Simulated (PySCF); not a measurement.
# Electronic structure of Xe²⁺ (xenon, charge +2) at the LDA level

Configuration: [Kr] 4d10 5s2 5p4, high-spin 3P determinant. All numbers are calculated (PySCF 2.14, scalar relativity by spin-free X2C-1e, in x2c-SVPall (6s5p3d, 36 functions)).

- Total energy: -7437.69 hartree
- One-electron energy: -10152.69 hartree
- Hartree (Coulomb) energy: 2896.50 hartree
- Exchange-correlation energy: -181.49 hartree
- ⟨S²⟩: 2.0005
- ⟨L²⟩: 2.005
- Sum of ⟨r⟩: 32.91 bohr
- Sum of ⟨r²⟩: 43.34 bohr²
- Traceless quadrupole moment −½Σ⟨3z² − r²⟩ along its main axis: -1.97 e·bohr²
- Langevin diamagnetic susceptibility: -34.3 ×10⁻⁶ cm³/mol
- Time after the integrals: 0.23 s of wall time on 1 thread of Neoverse-V1 (shared host)

```tsv
shell	electrons	mean orbital energy (hartree)	spread (hartree)	rms radius, mean of both spins (bohr)
1s α	1	-1259.70570	0	0.0305
1s β	1	-1259.70221	0	0.0305
2s α	1	-196.77293	0	0.124
2s β	1	-196.77073	0	0.124
2p α	3	-176.98052	0.00513	0.111
2p β	3	-176.97745	0.00329	0.111
3s α	1	-40.89729	0	0.327
3s β	1	-40.89389	0	0.327
3p α	3	-34.47758	0.01224	0.328
3p β	3	-34.47388	0.00996	0.328
3d α	5	-24.82923	0.01088	0.305
3d β	5	-24.82572	0.00880	0.305
4s α	1	-8.03714	0	0.762
4s β	1	-8.02960	0	0.762
4p α	3	-5.99225	0.02949	0.816
4p β	3	-5.98399	0.02431	0.816
4d α	5	-2.98641	0.03203	0.949
4d β	5	-2.97419	0.02487	0.949
5s α	1	-1.48189	0	1.89
5s β	1	-1.42925	0	1.89
5p α	3	-1.01253	0.04720	2.24
5p β	1	-0.95275	0	2.24
```

Densities and radii are taken from the X2C orbitals without a picture-change correction, which distorts them close to the nucleus.
